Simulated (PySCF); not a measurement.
# One molecule, several mistakes: AlBH3O

Calculated results; nothing here was measured. The program is PySCF 2.14.0, an open-source quantum chemistry code, run on an isolated molecule that a program drew, which may never have been made. The molecule is AlBH3O (charge 0, doublet), drawn as the SMILES string `B[O][AlH]`.

Each row is a Hartree-Fock (HF) and frozen-core CCSD(T) single point in the cc-pV(D+d)Z basis, meant for a local HF minimum. Run 1 is clean. Each other run has one planted mistake out of seven kinds, and not every kind appears here: one electron removed, one electron added, multiplicity raised by two, geometry at a saddle point, minimal basis STO-3G, one bond length entered in bohr, all coordinates scaled. The reference is restricted for singlets and unrestricted otherwise, and also for a bond in bohr. Adding or removing an electron swaps singlet and doublet. Electrons count all cores. HOMO and LUMO are orbital energies over both spins, the gradient is its largest component, and the lowest frequency (negative if imaginary) is given only where the gradient is small. Bond lengths are over the 5 bonds as drawn. T1 is the CCSD diagnostic: over 0.02 (restricted) or 0.045 (unrestricted) a single reference is doubtful.

Geometry of the clean run:
```xyz
6
AlBH3O, angstrom
B    -0.6088   -0.7821   -1.2857
O    -0.8163    0.0225   -0.2364
Al   -1.0018    1.0706    1.0817
H    -0.8105   -0.3768   -2.4045
H    -0.2200   -1.9112   -1.1109
H    -2.4375    1.0944    1.7666
```

| run | electrons | basis functions | <S^2> | HOMO (eV) | LUMO (eV) | gradient (hartree/bohr) | lowest frequency (cm^-1) | mean bond (Å) | longest bond (Å) | T1 | HF (hartree) | CCSD(T) (hartree) | mistake |
|---|---|---|---|---|---|---|---|---|---|---|---|---|---|
| 1 | 29 | 66 | 0.756 | -8.58 | 1.01 | 2.1e-05 | 91 | 1.4075 | 1.694 | 0.0185 | -343.26949 | -343.61973 | no fault |
| 2 | 29 | 66 | 0.756 | -8.54 | 0.89 | 4.6e-05 | -75 | 1.4119 | 1.711 | 0.0176 | -343.26809 | -343.61835 | geometry at a saddle point |
| 3 | 30 | 66 | 0.000 | -0.35 | 6.75 | 5.1e-02 | - | 1.4075 | 1.694 | 0.0219 | -343.25535 | -343.64236 | one electron added |
| 4 | 29 | 22 | 0.759 | -5.34 | 6.79 | 3.8e-02 | - | 1.4075 | 1.694 | 0.0253 | -338.99413 | -339.13341 | ? |

**Which mistake was planted in run 4, and what did it cost?**

It has 22 basis functions where the clean run has 66, with the same electrons and geometry. So the mistake is: minimal basis STO-3G. Subtracting run 1 and multiplying by 627.51 kcal/mol a hartree, the energy moved by 2682.8 kcal/mol in HF and 2815.2 kcal/mol in CCSD(T).

Cautions from the logs. Run 3: T1 is over the limit, so its CCSD(T) energy is less reliable.
